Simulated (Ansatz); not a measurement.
**Abstraction of Cl: Si2H3Cl3 + SnH2Cl → Si2H3Cl2 + SnH2Cl2**

Species: Si2H3Cl3 `Cl[SiH2][SiH](Cl)Cl`, singlet; SnH2Cl `[Cl][SnH2]`, doublet; Si2H3Cl2 `Cl[SiH][SiH2]Cl`, doublet; SnH2Cl2 `[Cl][SnH2][Cl]`, singlet. A radical takes Cl: the energy is the difference in strength between the Si–Cl bond broken and the Sn–Cl bond made.

Shapes, held fixed at every level: PBE0-D4/def2-TZVP. Flexible molecules stand in one conformer, not always the lowest. Programs: Ansatz 0.2.0. The zero-point and thermal change to 298 K, harmonic and unscaled (PBE0-D4/def2-TZVP), is +0.1 kJ/mol.

Problem. Estimate ΔH(298 K) of this reaction.

Solution. The highest level, CCSD(T)/def2-TZVPP, gives ΔH(298 K) = +64.0 kJ/mol; the levels span +56.0 to +73.7. The column of differences is taken from that level and isn't an error. No measured value is set beside it here. Open shells run unrestricted unless RO is named. For atoms past krypton def2 sets carry core potentials with scalar relativity. Correlated rows may include outer-core shells of Sn, which these sets cover unevenly.

```
             level                    kind  ΔH(298 K) (kJ/mol)  less CCSD(T)/def2-TZVPP
     HF/def2-TZVPP            Hartree–Fock               +56.0                     -8.0
  SPW92/def2-TZVPP                     LDA               +69.2                     +5.2
 PBE-D4/def2-TZVPP                     GGA               +63.8                     -0.2
wB97M-V/def2-TZVPP  range-separated hybrid               +73.7                     +9.7
      MP2/def2-SVP     perturbation theory               +61.4                     -2.6
  CCSD(T)/def2-SVP   coupled cluster or CI               +59.3                     -4.7
CCSD(T)/def2-TZVPP   coupled cluster or CI               +64.0                      0.0
```
